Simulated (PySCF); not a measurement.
# Ionisation energy of Tb⁴⁵⁺ by level of theory

Tb⁴⁵⁺ [Ar] 3d2 [3d3/2^2, M_J = 2] → Tb⁴⁶⁺ [Ar] 3d1 [3d3/2^1, M_J = 3/2], as a difference of total energies. Computed with PySCF 2.14 in an uncontracted even-tempered set (16 s from 11 bohr⁻², ratio 2.8; 12 p from 14 bohr⁻², ratio 2.8; 8 d from 14 bohr⁻², ratio 2.8; 3 f from 44 bohr⁻², ratio 3), with the two-component X2C-1e Hamiltonian. Correlated levels: [Ne] frozen; the 74 highest virtual spinors dropped. "Screened" scales the spin-orbit matrix elements by Boettger's factors to mimic the two-electron term; Breit and QED terms are absent.

```csv
method,ionisation energy (eV)
GHF (spin-free),3678.8
GMP2 (spin-free),3678.3
GHF (screened spin-orbit),3699.4
GMP2 (screened spin-orbit),3699.1
```

Breit and QED terms and the two-electron picture change are absent.

The spin-free rows relax to the high-spin LS determinant and lack the spin-orbit shift.

The labels give the starting determinants; with spin-orbit coupling the two ends relaxed to ⟨J²⟩ = 6.02, ⟨L²⟩ = 10.24, ⟨S²⟩ = 1.54 and ⟨J²⟩ = 3.75, ⟨L²⟩ = 6.03, ⟨S²⟩ = 0.78.

For comparison: 3698 ± 4 eV (theoretical estimate listed by NIST; NIST Atomic Spectra Database, ionization energies).
